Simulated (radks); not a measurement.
Results of a calculation; reference values are marked as such.
Coulomb parameter of the 4f shell of the cerium ion Ce2+ in the model configuration [Xe] 4f1 6s1, as a second difference U = [E(n + 0.5) + E(n - 0.5) - 2 E(n)] / (0.5)^2 with all orbitals relaxed. "Bare": the charge of the atom changes with n. "Screened": the 6s shell takes up the change at fixed total charge, which measures U(4f,4f) + U(6s,6s) - 2 U(4f,6s). Level of theory: Dirac Kohn-Sham, PBE, spin-unpolarised, spherical densities, point nucleus; open shells are shared between the two j in proportion to 2j + 1 (a radial shooting solver on a logarithmic mesh with Libxc functionals).

case              configuration  E - E(n) (eV)
start              [Xe] 4f1 6s1          0.000
bare +0.5        [Xe] 4f1.5 6s1         -8.387
bare -0.5        [Xe] 4f0.5 6s1         12.438
screened +0.5  [Xe] 4f1.5 6s0.5         -2.091
screened -0.5  [Xe] 4f0.5 6s1.5          3.788

U(bare) = 16.205 eV, U(screened by 6s) = 6.790 eV.
